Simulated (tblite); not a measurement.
A geometry optimisation, step by step.

Species: C3H8OPSi2 (doublet state).
Atom-mapped SMILES: `[CH2:1][O:2][SiH2:3][C:4]#[C:5][SiH2:6][PH2:7]` (hydrogens: H8, H9 on C1; H10, H11 on Si3; H12, H13 on Si6; H14, H15 on P7)
Bond orders are those of one Lewis drawing.

Computed with GFN2-xTB (tblite), gas phase: L-BFGS steps from a force-field or distance-geometry start until the largest atomic force falls under 0.01 eV/Å. 13 of its 110 geometries are shown.

Step 0: E = -554.9326 eV, largest atomic force 2.727 eV/Å
```
atom  x, y, z in Å  |  force x, y, z in eV/Å
C1     -3.737   -0.376   -0.379    1.735  -0.734  -0.814
O2     -2.867    0.522   -0.992    0.085  -0.146   2.722
Si3    -1.795    1.185    0.226   -1.434   1.005  -1.322
C4     -0.211    0.317    0.271    0.738  -0.503  -0.087
C5      0.851   -0.265    0.307   -0.607   0.033   0.068
Si6     2.456   -1.130    0.353    0.162  -0.312  -0.505
P7      3.970    0.221   -0.537    1.403   0.154  -0.128
H8     -3.519   -0.519    0.700   -0.821  -0.067  -0.842
H9     -3.750   -1.319   -0.967   -0.521   0.744   0.394
H10    -1.664    2.599   -0.144    0.001  -0.214  -0.096
H11    -2.433    1.038    1.536    0.036   0.078   0.031
H12     2.775   -1.500    1.720    0.154   0.116   0.265
H13     2.437   -2.357   -0.458   -0.053   0.108  -0.025
H14     3.592    1.569   -0.196   -0.286  -0.957  -0.874
H15     3.890    0.024   -1.980   -0.592   0.696   1.212
```

Step 9: E = -555.9535 eV, largest atomic force 0.726 eV/Å
```
atom  x, y, z in Å  |  force x, y, z in eV/Å
C1     -3.602   -0.494   -0.377   -0.117   0.002   0.044
O2     -2.844    0.525   -0.787    0.111   0.039   0.099
Si3    -1.791    1.287    0.230    0.126  -0.067   0.276
C4     -0.192    0.328    0.253    0.316  -0.032   0.049
C5      0.851   -0.301    0.288   -0.570   0.438  -0.102
Si6     2.503   -1.119    0.311    0.089  -0.049   0.052
P7      4.167    0.178   -0.477    0.000  -0.032   0.000
H8     -3.730   -0.633    0.681   -0.109  -0.150   0.010
H9     -3.821   -1.279   -1.065   -0.044  -0.049  -0.237
H10    -1.669    2.664   -0.243   -0.048  -0.236  -0.082
H11    -2.403    1.107    1.569    0.220   0.228  -0.106
H12     2.808   -1.443    1.704    0.071   0.028   0.097
H13     2.430   -2.338   -0.488    0.022  -0.098  -0.130
H14     3.523    1.384   -0.346   -0.079   0.182   0.265
H15     3.764    0.142   -1.790    0.013  -0.204  -0.233
```

Step 18: E = -556.0993 eV, largest atomic force 0.188 eV/Å
```
atom  x, y, z in Å  |  force x, y, z in eV/Å
C1     -3.627   -0.576   -0.396    0.013   0.035   0.035
O2     -2.813    0.453   -0.590    0.038   0.086  -0.111
Si3    -1.757    1.310    0.320    0.008  -0.058   0.034
C4     -0.116    0.434    0.290    0.033  -0.083   0.040
C5      0.890   -0.245    0.236   -0.116   0.104   0.105
Si6     2.513   -1.134    0.301    0.051   0.000  -0.009
P7      4.169    0.169   -0.486   -0.054  -0.093   0.022
H8     -3.926   -0.838    0.598   -0.031  -0.072   0.145
H9     -3.870   -1.189   -1.236   -0.019  -0.008  -0.139
H10    -1.706    2.578   -0.403   -0.034  -0.096   0.024
H11    -2.248    1.347    1.707    0.117   0.064  -0.079
H12     2.847   -1.388    1.709   -0.059  -0.071  -0.048
H13     2.441   -2.336   -0.541   -0.002   0.018   0.094
H14     3.474    1.339   -0.257    0.032   0.095  -0.030
H15     3.724    0.083   -1.789    0.023   0.079  -0.083
```

Step 27: E = -556.1217 eV, largest atomic force 0.069 eV/Å
```
atom  x, y, z in Å  |  force x, y, z in eV/Å
C1     -3.631   -0.597   -0.403    0.022   0.011  -0.012
O2     -2.825    0.443   -0.564    0.004   0.060   0.025
Si3    -1.758    1.301    0.326    0.023   0.028   0.008
C4     -0.123    0.425    0.330   -0.022  -0.013  -0.014
C5      0.897   -0.229    0.286    0.017  -0.043   0.013
Si6     2.514   -1.129    0.304    0.002  -0.002   0.009
P7      4.164    0.166   -0.503   -0.010   0.006  -0.010
H8     -3.942   -0.898    0.579    0.016  -0.036   0.019
H9     -3.893   -1.144   -1.286   -0.057  -0.032  -0.022
H10    -1.728    2.535   -0.446    0.009  -0.007  -0.016
H11    -2.169    1.427    1.728   -0.040   0.004  -0.018
H12     2.830   -1.428    1.704    0.033  -0.014   0.016
H13     2.433   -2.347   -0.511   -0.022   0.015  -0.002
H14     3.502    1.355   -0.269    0.032   0.036   0.026
H15     3.726    0.127   -1.814   -0.005  -0.013  -0.022
```

Step 36: E = -556.1297 eV, largest atomic force 0.083 eV/Å
```
atom  x, y, z in Å  |  force x, y, z in eV/Å
C1     -3.617   -0.609   -0.402   -0.017   0.002  -0.046
O2     -2.860    0.469   -0.558    0.021  -0.015   0.068
Si3    -1.761    1.302    0.319   -0.006   0.034   0.017
C4     -0.136    0.400    0.338   -0.038  -0.003   0.033
C5      0.885   -0.255    0.325    0.041   0.027   0.000
Si6     2.519   -1.128    0.321    0.008   0.025  -0.024
P7      4.167    0.167   -0.517   -0.055  -0.054   0.031
H8     -3.900   -0.954    0.575    0.066   0.021   0.007
H9     -3.941   -1.101   -1.296   -0.050  -0.022  -0.022
H10    -1.708    2.520   -0.480    0.017  -0.030   0.012
H11    -2.189    1.462    1.716    0.019  -0.013  -0.070
H12     2.876   -1.453    1.708    0.004   0.026  -0.033
H13     2.407   -2.335   -0.507    0.018   0.025   0.007
H14     3.551    1.379   -0.262   -0.007  -0.026   0.016
H15     3.703    0.144   -1.821   -0.021   0.002   0.004
```

Step 45: E = -556.1389 eV, largest atomic force 0.095 eV/Å
```
atom  x, y, z in Å  |  force x, y, z in eV/Å
C1     -3.619   -0.612   -0.411   -0.005   0.009  -0.001
O2     -2.885    0.482   -0.568    0.037  -0.015   0.006
Si3    -1.769    1.299    0.304   -0.042   0.061   0.044
C4     -0.167    0.364    0.388    0.010   0.049  -0.013
C5      0.884   -0.242    0.379    0.012  -0.043  -0.011
Si6     2.513   -1.118    0.333    0.088   0.012  -0.033
P7      4.161    0.144   -0.537   -0.028  -0.004   0.003
H8     -3.768   -1.039    0.562    0.028  -0.007  -0.005
H9     -4.051   -1.038   -1.296   -0.016   0.014   0.004
H10    -1.653    2.492   -0.527   -0.014  -0.054   0.025
H11    -2.216    1.505    1.689    0.009  -0.008  -0.063
H12     2.938   -1.452    1.694   -0.035  -0.002   0.057
H13     2.389   -2.312   -0.509   -0.021  -0.018  -0.002
H14     3.600    1.369   -0.224   -0.008  -0.015   0.013
H15     3.639    0.168   -1.816   -0.013   0.020  -0.024
```

Step 54: E = -556.1447 eV, largest atomic force 0.047 eV/Å
```
atom  x, y, z in Å  |  force x, y, z in eV/Å
C1     -3.624   -0.605   -0.409    0.029  -0.003  -0.030
O2     -2.868    0.472   -0.578    0.012   0.019   0.011
Si3    -1.763    1.296    0.299   -0.005   0.026  -0.006
C4     -0.156    0.368    0.410   -0.029   0.026  -0.027
C5      0.889   -0.249    0.394    0.031  -0.006  -0.012
Si6     2.522   -1.120    0.338   -0.021   0.004  -0.016
P7      4.156    0.135   -0.563   -0.035   0.017   0.010
H8     -3.673   -1.097    0.542   -0.003  -0.021   0.008
H9     -4.121   -0.986   -1.280   -0.008   0.000   0.022
H10    -1.635    2.472   -0.552   -0.003  -0.017   0.019
H11    -2.237    1.523    1.669    0.018  -0.006  -0.013
H12     2.930   -1.444    1.708    0.004  -0.002   0.008
H13     2.372   -2.312   -0.503    0.007  -0.039   0.010
H14     3.611    1.351   -0.191    0.016  -0.005  -0.001
H15     3.592    0.203   -1.824   -0.015   0.006   0.015
```

Step 64: E = -556.1505 eV, largest atomic force 0.060 eV/Å
```
atom  x, y, z in Å  |  force x, y, z in eV/Å
C1     -3.568   -0.638   -0.422   -0.023  -0.012  -0.001
O2     -2.865    0.477   -0.574   -0.012  -0.005   0.010
Si3    -1.754    1.312    0.283   -0.005  -0.008   0.004
C4     -0.146    0.387    0.388   -0.001  -0.021  -0.029
C5      0.885   -0.252    0.374    0.006   0.004   0.013
Si6     2.512   -1.134    0.340   -0.001   0.001   0.001
P7      4.128    0.125   -0.586   -0.028   0.036   0.009
H8     -3.565   -1.179    0.505    0.045   0.039   0.001
H9     -4.207   -0.919   -1.236    0.011   0.003  -0.019
H10    -1.628    2.482   -0.574   -0.025   0.001   0.000
H11    -2.215    1.539    1.656    0.010   0.008   0.010
H12     2.923   -1.435    1.713    0.007   0.015   0.043
H13     2.370   -2.355   -0.458    0.002  -0.021  -0.032
H14     3.631    1.338   -0.139    0.019  -0.045   0.001
H15     3.496    0.258   -1.809   -0.006   0.004  -0.012
```

Step 73: E = -556.1537 eV, largest atomic force 0.043 eV/Å
```
atom  x, y, z in Å  |  force x, y, z in eV/Å
C1     -3.538   -0.644   -0.430   -0.024  -0.004   0.036
O2     -2.873    0.494   -0.583   -0.005   0.011   0.002
Si3    -1.751    1.320    0.270    0.008  -0.002  -0.005
C4     -0.147    0.383    0.344    0.008   0.002   0.006
C5      0.881   -0.262    0.354   -0.013  -0.011   0.005
Si6     2.506   -1.149    0.346   -0.005   0.024  -0.011
P7      4.106    0.115   -0.600   -0.011   0.033   0.008
H8     -3.486   -1.189    0.494    0.006   0.004  -0.035
H9     -4.225   -0.908   -1.210    0.017  -0.010   0.000
H10    -1.656    2.506   -0.568    0.001  -0.001  -0.005
H11    -2.187    1.530    1.655    0.008  -0.005  -0.002
H12     2.912   -1.413    1.731   -0.004   0.004   0.000
H13     2.381   -2.381   -0.440   -0.005  -0.011  -0.001
H14     3.631    1.316   -0.103    0.024  -0.026   0.003
H15     3.440    0.290   -1.800   -0.007  -0.009  -0.002
```

Step 82: E = -556.1555 eV, largest atomic force 0.032 eV/Å
```
atom  x, y, z in Å  |  force x, y, z in eV/Å
C1     -3.542   -0.635   -0.424   -0.006  -0.011   0.028
O2     -2.891    0.512   -0.572   -0.001   0.002  -0.006
Si3    -1.747    1.329    0.258    0.002  -0.005  -0.002
C4     -0.149    0.380    0.332   -0.002  -0.006  -0.004
C5      0.870   -0.276    0.358    0.000   0.009  -0.026
Si6     2.500   -1.155    0.347   -0.006   0.018   0.010
P7      4.090    0.104   -0.620   -0.014   0.019   0.007
H8     -3.400   -1.241    0.451    0.003   0.007  -0.014
H9     -4.246   -0.892   -1.190    0.002  -0.011  -0.014
H10    -1.659    2.506   -0.591    0.012  -0.001   0.008
H11    -2.158    1.542    1.650   -0.007   0.016   0.015
H12     2.912   -1.393    1.733    0.006  -0.013   0.025
H13     2.378   -2.397   -0.421   -0.005  -0.009  -0.005
H14     3.661    1.299   -0.067    0.015  -0.027  -0.010
H15     3.378    0.323   -1.784    0.002   0.012  -0.012
```

Step 91: E = -556.1566 eV, largest atomic force 0.018 eV/Å
```
atom  x, y, z in Å  |  force x, y, z in eV/Å
C1     -3.558   -0.625   -0.408    0.006   0.004  -0.016
O2     -2.908    0.523   -0.560   -0.004  -0.001   0.002
Si3    -1.749    1.333    0.255    0.000   0.000   0.001
C4     -0.158    0.374    0.319    0.001  -0.002   0.005
C5      0.864   -0.279    0.347   -0.002   0.001  -0.004
Si6     2.494   -1.157    0.351    0.000   0.002  -0.003
P7      4.079    0.094   -0.637    0.000   0.003   0.002
H8     -3.342   -1.274    0.418    0.000  -0.008   0.014
H9     -4.244   -0.897   -1.187    0.006  -0.002   0.001
H10    -1.651    2.506   -0.600   -0.001   0.002   0.002
H11    -2.142    1.562    1.651   -0.006   0.007   0.001
H12     2.908   -1.384    1.739   -0.003   0.001   0.000
H13     2.373   -2.407   -0.405   -0.003  -0.002  -0.001
H14     3.690    1.283   -0.046    0.007  -0.007   0.002
H15     3.338    0.356   -1.776    0.000   0.001  -0.006
```

Step 100: E = -556.1569 eV, largest atomic force 0.020 eV/Å
```
atom  x, y, z in Å  |  force x, y, z in eV/Å
C1     -3.555   -0.628   -0.409    0.000   0.000  -0.005
O2     -2.910    0.523   -0.556    0.009  -0.003  -0.008
Si3    -1.752    1.334    0.261    0.001   0.006   0.005
C4     -0.161    0.374    0.325    0.007  -0.003  -0.003
C5      0.863   -0.276    0.341   -0.016   0.007   0.001
Si6     2.492   -1.156    0.344   -0.004   0.001   0.004
P7      4.084    0.090   -0.638   -0.012   0.013   0.001
H8     -3.359   -1.265    0.432    0.000  -0.005   0.006
H9     -4.220   -0.914   -1.200    0.007   0.004   0.004
H10    -1.651    2.508   -0.592   -0.004  -0.001  -0.008
H11    -2.151    1.571    1.653   -0.002  -0.004   0.008
H12     2.899   -1.379    1.736    0.001  -0.004  -0.003
H13     2.370   -2.408   -0.409   -0.001   0.006   0.002
H14     3.697    1.280   -0.047    0.011  -0.016  -0.002
H15     3.349    0.355   -1.779    0.003   0.000  -0.002
```

Step 109: E = -556.1572 eV, largest atomic force 0.010 eV/Å
```
atom  x, y, z in Å  |  force x, y, z in eV/Å
C1     -3.547   -0.631   -0.407   -0.001  -0.002  -0.003
O2     -2.906    0.522   -0.557   -0.001   0.000  -0.002
Si3    -1.755    1.340    0.264    0.002  -0.002  -0.001
C4     -0.165    0.379    0.326    0.000   0.006   0.002
C5      0.855   -0.276    0.337    0.009   0.003   0.001
Si6     2.484   -1.155    0.340    0.003   0.000   0.002
P7      4.082    0.082   -0.643   -0.004   0.005   0.002
H8     -3.354   -1.261    0.439   -0.001  -0.001  -0.001
H9     -4.203   -0.925   -1.203    0.003  -0.002   0.004
H10    -1.655    2.512   -0.592   -0.006   0.003   0.001
H11    -2.157    1.572    1.656    0.000   0.001  -0.003
H12     2.891   -1.375    1.732    0.003  -0.005   0.000
H13     2.366   -2.410   -0.409   -0.006   0.004   0.000
H14     3.712    1.271   -0.042    0.005  -0.008   0.000
H15     3.347    0.364   -1.780   -0.003  -0.001   0.000
```

**Question.** Summarise the path.

**Answer.** The energy falls by 118.15 kJ/mol from step 0 to step 109; nine tenths of that is first reached at step 12. It falls at every step. The largest force goes from 2.727 to 0.010 eV/Å. Among the bonds O2–Si3 changes most, from 1.753 to 1.633 Å; the atoms move by 0.419 Å rms after alignment.

**Question.** Follow the three bonds and two angles with the largest change from start to end.

**Answer.** 
```tsv
step	E above end (kJ/mol)	largest force (eV/Å)	O2–Si3 (Å)	P7–H15 (Å)	C1–O2 (Å)	C1–O2–Si3 (°)	H14–P7–H15 (°)
0	118.15	2.727	1.753	1.459	1.392	108.7	110.3
5	29.10	1.440	1.660	1.394	1.345	117.9	93.3
9	19.65	0.726	1.650	1.374	1.335	121.7	88.6
14	8.06	0.277	1.637	1.385	1.332	131.3	93.5
19	5.07	0.177	1.639	1.381	1.326	136.1	92.8
24	3.75	0.132	1.635	1.383	1.328	135.9	92.3
28	3.35	0.080	1.633	1.383	1.325	138.4	92.0
33	2.97	0.073	1.634	1.383	1.326	138.0	92.3
38	2.46	0.104	1.634	1.384	1.326	137.8	92.4
43	2.01	0.118	1.633	1.381	1.326	137.5	92.2
47	1.64	0.070	1.635	1.383	1.327	136.8	92.6
52	1.25	0.052	1.633	1.383	1.326	137.0	92.3
57	1.00	0.067	1.633	1.384	1.327	136.5	92.3
62	0.80	0.082	1.633	1.382	1.326	137.3	92.0
66	0.56	0.039	1.634	1.384	1.327	136.2	92.5
71	0.38	0.058	1.633	1.382	1.328	136.0	92.1
76	0.29	0.037	1.633	1.384	1.327	135.6	92.4
81	0.17	0.032	1.633	1.383	1.327	136.0	92.4
85	0.09	0.046	1.633	1.383	1.327	136.0	92.2
90	0.06	0.030	1.633	1.383	1.328	136.0	92.2
95	0.05	0.012	1.633	1.383	1.327	136.1	92.3
100	0.03	0.020	1.633	1.383	1.328	136.0	92.2
104	0.01	0.026	1.633	1.383	1.328	136.0	92.3
109	0.00	0.010	1.633	1.383	1.327	135.9	92.3
```

What follows is the cost of the whole relaxation. On Arm Neoverse V1, one thread (shared host), this took 0.91 s of wall time.
